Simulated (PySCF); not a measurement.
How methods differ on the ionisation energy of Co²⁺

Co²⁺ [Ar] 3d7 (4F) → Co³⁺ [Ar] 3d6 (5D), as a difference of total energies. All numbers are calculated (PySCF 2.14, the non-relativistic Hamiltonian (point nucleus), in aug-cc-pVQZ (9s8p6d4f3g2h, 140 functions)). Correlated levels: valence: [Ar] frozen. The calculations carry no spin-orbit coupling.

| method | ionisation energy (eV) | plus first-order spin-orbit estimate | difference from reference of that sum (eV) |
| --- | --- | --- | --- |
| UHF | 31.450 | 31.480 | -2.020 |
| LDA | 34.612 | 34.641 | +1.141 |
| PBE | 34.371 | 34.401 | +0.901 |
| PBE0 | 33.930 | 33.960 | +0.460 |
| r2SCAN | 34.000 | 34.030 | +0.530 |
| M06-2X | 33.523 | 33.553 | +0.053 |
| r2SCANh | 33.878 | 33.908 | +0.408 |
| BHandHLYP | 33.592 | 33.621 | +0.121 |
| MP2 (valence) | 33.414 | 33.444 | -0.056 |
| SCS-MP2 (valence) | 33.548 | 33.578 | +0.078 |

Reference: 33.5 ± 0.06 eV (semi-empirical (NIST evaluation); NIST Atomic Spectra Database, ionization energies).

A first-order spin-orbit estimate (lowest level to lowest level, LS coupling) adds 0.030 eV.

These non-relativistic numbers lack the scalar-relativistic shift.
